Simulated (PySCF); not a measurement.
C2H7ClGeSi, SMILES [SiH2](/C=[CH]/[GeH3])Cl at its CAM-B3LYP/def2-SVP optimised geometry (Å):

```
12

Si    -0.8868    -2.7447     4.0387
Cl    -2.9598    -2.7717     4.0843
C     -0.3150    -1.8441     2.5086
C     -1.1261    -1.3070     1.5896
Ge    -0.5078    -0.3718     0.0000
H     -0.4041    -4.1494     4.0430
H     -0.4038    -2.0664     5.2687
H      0.7733    -1.7606     2.3717
H     -2.2104    -1.3961     1.7365
H      1.0280    -0.3718     0.0000
H     -1.0280    -1.0742    -1.2638
H     -1.0278     1.0742     0.0000
```

Calculation: CAM-B3LYP/def2-TZVP (PySCF 2.14.0). Cells within 0.4 Å of a nucleus heavier than hydrogen are left out (blank, or x).

Map of the Laplacian of the electron density (e/bohr⁵), clipped to [-1.50, 1.50] on the plane z = 0.0 Å:

```
|55555555555555555555555555555|
|55555555555555555555555555555|
|55555555555555555555555555555|
|55555555555555555555555555555|
|55555555555555555555555555555|
|55555555555555555555555555555|
|55555555555555555555555555555|
|55555555555555555555555555555|
|55555555555555555555555555555|
|55555555540455555555555555555|
|55555555510345555555555555555|
|55555555543345555555555555555|
|55555555544565555555555555555|
|55555555557999755555555555555|
|555555555799x9964445555555555|
|55555555599xxx984203555555555|
|55555555599xxx984203555555555|
|555555555799x9964445555555555|
|55555555558999755555555555555|
|55555555555566555555555555555|
|55555555555555555555555555555|
|55555555555555555555555555555|
|55555555555555555555555555555|
|55555555555555555555555555555|
|55555555555555555555555555555|
|55555555555555555555555555555|
|55555555555555555555555555555|
|55555555555555555555555555555|
|55555555555555555555555555555|
```
Scale: ten equal steps from -1.50 (start of '0') to 1.50 (end of '9'), in the order '0123456789'; x runs from -3.50 to 3.50, y from -3.50 (bottom) to 3.50 (top).
